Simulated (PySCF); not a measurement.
Computed IR spectrum (relative IR intensity) of a molecule C₄H₁₂Ge. The structure is a stationary point at B3LYP-D3(BJ)/def2-SVP. Other conformers were not sampled. Level of theory: B3LYP-D3(BJ)/def2-SVP (PySCF 2.14.0). Frequencies are harmonic and unscaled.

| ν (cm⁻¹) | relative intensity |
|---|---|
| 449 | 2.4 |
| 486 | 5.5 |
| 508 | 6.6 |
| 663 | 11 |
| 805 | 20 |
| 811 | 3.0 |
| 842 | 78 |
| 893 | 15 |
| 899 | 9.4 |
| 1057 | 3.2 |
| 1347 | 9.6 |
| 1395 | 3.0 |
| 1406 | 3.8 |
| 1479 | 4.1 |
| 1482 | 3.1 |
| 2118 | 60 |
| 2122 | 100 |
| 2997 | 11 |
| 3022 | 12 |
| 3025 | 7.9 |
| 3035 | 5.9 |
| 3083 | 4.9 |
| 3101 | 3.5 |
| 3105 | 25 |
| 3108 | 24 |

Question: Which molecule gave these data?
A) CC(C)[CH2][GeH3]
B) C[CH2][GeH2][CH2]C
C) CC[C@H](C)[GeH3]
D) C[CH2][GeH]([CH3])[CH3]

Answer: A, CC(C)[CH2][GeH3]
